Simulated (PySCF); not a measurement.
**Two-component Hartree-Fock for S⁴⁺ (sulfur, charge +4)**

Start: [Ne] 3s2. Calculated with PySCF 2.14 in x2c-TZVPPall-2c with one added diffuse shell each of s, p, d type (6s7p4d1f, 54 functions): generalised Hartree-Fock with the X2C-1e Hamiltonian and a Gaussian nucleus; spin-orbit coupling (SO) screened by Boettger's factors.

| spinor shell | electrons | ε, screened SO (eV) | weight of nominal j (screened SO) | rms radius, screened SO (bohr) |
| --- | --- | --- | --- | --- |
| 1s1/2 | 2 | -2573.9 | 1.000 | 0.112 |
| 2s1/2 | 2 | -306.18 | 1.000 | 0.513 |
| 2p1/2 | 2 | -242.37 | 1.000 | 0.487 |
| 3s1/2 | 2 | -71.002 | 1.000 | 1.58 |

(1) Where does 2p3/2 lie, and what is the 2p spin-orbit splitting (screened SO)?

```csv
quantity,screened SO
E (hartree),-394.44240
M_J,0
⟨J²⟩,0.000
⟨L²⟩,0.000
⟨S²⟩,0.000
```

Results:

(1) At -241.02 eV, 1.347 eV above 2p1/2.
